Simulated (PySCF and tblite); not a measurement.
The numbers below are computed, except where a source is named.
C7H7FO, numbered as in [CH3:1][O:2][c:3]1[cH:4][cH:5][cH:6][cH:7][c:8]1[F:9].

Search: ETKDG and KDG, MMFF94s, GFN2-xTB, 60 starts; geometries at GFN2-xTB. Energies: PBE0-D3(BJ)/pcSseg-1, with GFN2-xTB thermal terms (modes under about 100 cm⁻¹ blended into free rotors). Symmetry numbers and mirror images are counted. Conformers within 3 kcal/mol (GFN2-xTB free energy) were kept, 10 at most. (PySCF 2.14, tblite 0.8.)

An NOE distance is ⟨r⁻⁶⟩^(−1/6) over all pairs of like atoms and, for the average, over conformers.

Torsions listed: C1–O2–C3–C4.

```
conformer  shape  weight %
        1     0°      94.3
        2   180°       5.7
```

Task: Which H–H contacts under 3.5 Å would NOEs report (pairs on one atom left out) at 298.15 K?

Result: 
```
     pair  in 1 (Å)  in 2 (Å)  average (Å)
H4 ··· H5      2.44      2.47         2.44
H5 ··· H6      2.47      2.48         2.47
H6 ··· H7      2.49      2.49         2.49
H1 ··· H4      2.51      4.38         2.53
```

Longer pairs under the limit may be missing.


Conformer gaps in pcSseg-1 on xTB geometries can be 2 kcal/mol off for S=O, P=O and other polar bonds.